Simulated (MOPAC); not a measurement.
MOPAC input (AM1):

```
AM1 FORCE THERMO(298,298) PRECISE LET UHF MS=0.5 GEO-OK AUX(PRECISION=9) THREADS=1
H3B2

B    -0.39252765 1   -0.00329737 1    0.70888146 1
B     0.24731313 1   -0.00023148 1   -0.61998747 1
H    -0.22852110 1    0.01885749 1    1.88079306 1
H     0.34707485 1    1.02991202 1   -1.20714266 1
H     0.41907231 1   -1.03810972 1   -1.17609600 1
```

From the output:

```
     H    5   0.333986   5.528393   0.106060   0.355382   5.781917

          HEAT OF FORMATION =      88.468396 KCALS/MOLE

          ZERO POINT ENERGY      20.541 KCAL/MOL

           NORMAL COORDINATE ANALYSIS (Total motion = 1 Angstrom)

   Root No.       1         2         3         4         5         6         7         8

                 1 A"      1 A'      2 A"      2 A'      3 A'      4 A'      5 A'      6 A'

                 375.4     411.8     837.4     875.8     983.5    1136.3    3207.7    3249.8

           1   -0.0000   -0.0581   -0.0000    0.0973    0.0693   -0.0563   -0.0014   -0.0714
           2   -0.0000   -0.0721   -0.0001    0.0203   -0.0450    0.0048    0.0021    0.0428
           3    0.0012    0.0001   -0.0889   -0.0000    0.0000   -0.0000   -0.0000   -0.0000
           4   -0.0000    0.0170    0.0000   -0.0808   -0.0451    0.1168   -0.0418    0.0083
           5   -0.0001    0.0002    0.0001   -0.0774    0.0703   -0.0172    0.0083    0.0004
           6   -0.0525    0.0000    0.0563    0.0001   -0.0001    0.0000    0.0000    0.0000
           7    0.0000    0.2894    0.0000    0.0876    0.1867   -0.0785    0.0285    0.7087
           8    0.0003    0.4657    0.0004   -0.0200    0.1246   -0.0063   -0.0199   -0.4653
           9    0.2952   -0.0005    0.4099    0.0001   -0.0001    0.0000   -0.0000    0.0003
          10    0.2891    0.0753   -0.1752   -0.1326   -0.2228   -0.2854    0.2175   -0.0156
          11   -0.0780    0.1533   -0.1338    0.3160   -0.1978    0.0697   -0.0458    0.0011
          12    0.1277    0.0116   -0.0303   -0.0688   -0.0640   -0.2303   -0.4028    0.0260
          13   -0.2891    0.0753    0.1752   -0.1326   -0.2227   -0.2854    0.2176   -0.0156
          14    0.0783    0.1529    0.1337    0.3160   -0.1977    0.0701   -0.0450    0.0013
          15    0.1276   -0.0120   -0.0306    0.0682    0.0644    0.2303    0.4029   -0.0260

   Root No.       9

                 3 A"

                3291.3

           1   -0.0000
           2    0.0000
           3   -0.0011
           4   -0.0000
           5   -0.0001
           6   -0.0726
           7    0.0000
           8    0.0000
           9   -0.0025
          10   -0.2314
          11    0.0494
          12    0.3967
          13    0.2315
          14   -0.0486
          15    0.3967

           MASS-WEIGHTED COORDINATE ANALYSIS (NORMAL COORDINATES)

   Root No.       1         2         3         4         5         6         7         8

                 1 A"      1 A'      2 A"      2 A'      3 A'      4 A'      5 A'      6 A'

                 375.4     411.8     837.4     875.8     983.5    1136.3    3207.7    3249.8

           1   -0.0000   -0.2822   -0.0001    0.4542    0.3660   -0.2693   -0.0071   -0.2623
           2   -0.0000   -0.3504   -0.0005    0.0947   -0.2379    0.0229    0.0102    0.1570
           3    0.0068    0.0003   -0.4686   -0.0002    0.0002   -0.0000   -0.0002   -0.0002
           4   -0.0000    0.0828    0.0000   -0.3769   -0.2384    0.5588   -0.2054    0.0303
           5   -0.0003    0.0007    0.0003   -0.3610    0.3714   -0.0824    0.0406    0.0014
           6   -0.3000    0.0001    0.2969    0.0004   -0.0004    0.0001    0.0001    0.0000
           7    0.0001    0.4295    0.0001    0.1249    0.3012   -0.1147    0.0428    0.7945
           8    0.0006    0.6910    0.0007   -0.0285    0.2011   -0.0093   -0.0299   -0.5216
           9    0.5149   -0.0007    0.6600    0.0001   -0.0002    0.0000   -0.0000    0.0004
          10    0.5043    0.1118   -0.2821   -0.1889   -0.3595   -0.4169    0.3264   -0.0174
          11   -0.1360    0.2274   -0.2154    0.4503   -0.3192    0.1018   -0.0688    0.0013
          12    0.2227    0.0172   -0.0487   -0.0981   -0.1032   -0.3364   -0.6044    0.0292
          13   -0.5042    0.1117    0.2820   -0.1889   -0.3594   -0.4168    0.3265   -0.0175
          14    0.1366    0.2268    0.2153    0.4503   -0.3190    0.1024   -0.0676    0.0014
          15    0.2226   -0.0178   -0.0492    0.0971    0.1040    0.3363    0.6046   -0.0291

   Root No.       9

                 3 A"

                3291.3

           1   -0.0000
           2    0.0000
           3   -0.0052
           4   -0.0000
           5   -0.0004
           6   -0.3422
           7    0.0000
           8    0.0000
           9   -0.0035
          10   -0.3328
          11    0.0711
          12    0.5706
          13    0.3329
          14   -0.0699
          15    0.5707

          DESCRIPTION OF VIBRATIONS

 VIBRATION          1    1A"         ATOM PAIR     ENERGY CONTRIBUTION    RADIAL
 FREQUENCY           375.38         B 2 -- H 4         +35.9% (137.6%)      7.1%
 TRANSITION DIPOLE   0.1432         B 2 -- H 5         +35.9% (137.6%)      7.1%
 TRAVEL (Ang.)       0.6987         B 1 -- B 2         +16.3% ( 92.8%)      0.0%
 REDUCED MASS        0.3679         B 1 -- H 3         +11.9% ( 79.4%)      0.0%
 EFFECTIVE MASS      5.9143
 FORCE CONSTANT      0.0305

 VIBRATION          2    1A'         ATOM PAIR     ENERGY CONTRIBUTION    RADIAL
 FREQUENCY           411.81         B 1 -- H 3         +63.1% (108.4%)      0.0%
 TRANSITION DIPOLE   0.7876         B 1 -- B 2         +19.8% ( 60.8%)     51.9%
 TRAVEL (Ang.)       0.4281         B 2 -- H 4          +8.5% ( 39.9%)      1.2%
 REDUCED MASS        0.8935         B 2 -- H 5          +8.5% ( 39.8%)      1.2%
 EFFECTIVE MASS      3.8928
 FORCE CONSTANT      0.0893

 VIBRATION          3    2A"         ATOM PAIR     ENERGY CONTRIBUTION    RADIAL
 FREQUENCY           837.41         B 1 -- H 3         +41.2% ( 67.2%)      0.0%
 TRANSITION DIPOLE   0.0067         B 1 -- B 2         +22.7% ( 49.9%)      0.0%
 TRAVEL (Ang.)       0.3116         B 2 -- H 5         +18.1% ( 44.5%)     14.4%
 REDUCED MASS        0.8296         B 2 -- H 4         +18.1% ( 44.5%)     14.3%
 EFFECTIVE MASS      3.7224
 FORCE CONSTANT      0.3428

 VIBRATION          4    2A'         ATOM PAIR     ENERGY CONTRIBUTION    RADIAL
 FREQUENCY           875.77         B 1 -- B 2         +45.1% ( 80.4%)     76.9%
 TRANSITION DIPOLE   0.2371         B 2 -- H 4         +23.0% ( 57.4%)      1.2%
 TRAVEL (Ang.)       0.2323         B 2 -- H 5         +23.0% ( 57.4%)      1.1%
 REDUCED MASS        1.4272         B 1 -- H 3          +8.9% ( 35.8%)     34.2%
 EFFECTIVE MASS      6.6134
 FORCE CONSTANT      0.6449

 VIBRATION          5    3A'         ATOM PAIR     ENERGY CONTRIBUTION    RADIAL
 FREQUENCY           983.51         B 1 -- B 2         +42.7% ( 71.0%)     49.6%
 TRANSITION DIPOLE   0.1961         B 2 -- H 4         +21.7% ( 50.6%)      2.2%
 TRAVEL (Ang.)       0.2704         B 2 -- H 5         +21.7% ( 50.6%)      2.2%
 REDUCED MASS        0.9377         B 1 -- H 3         +14.0% ( 40.6%)     44.9%
 EFFECTIVE MASS      5.4025
 FORCE CONSTANT      0.5344

 VIBRATION          6    4A'         ATOM PAIR     ENERGY CONTRIBUTION    RADIAL
 FREQUENCY          1136.26         B 2 -- H 4         +32.6% ( 66.6%)      3.6%
 TRANSITION DIPOLE   0.8481         B 2 -- H 5         +32.6% ( 66.6%)      3.5%
 TRAVEL (Ang.)       0.2107         B 1 -- B 2         +32.2% ( 66.2%)     98.4%
 REDUCED MASS        1.3367         B 1 -- H 3          +2.5% ( 18.5%)     86.0%
 EFFECTIVE MASS      5.0913
 FORCE CONSTANT      1.0168

 VIBRATION          7    5A'         ATOM PAIR     ENERGY CONTRIBUTION    RADIAL
 FREQUENCY          3207.67         B 2 -- H 5         +49.6% ( 70.3%)     95.4%
```
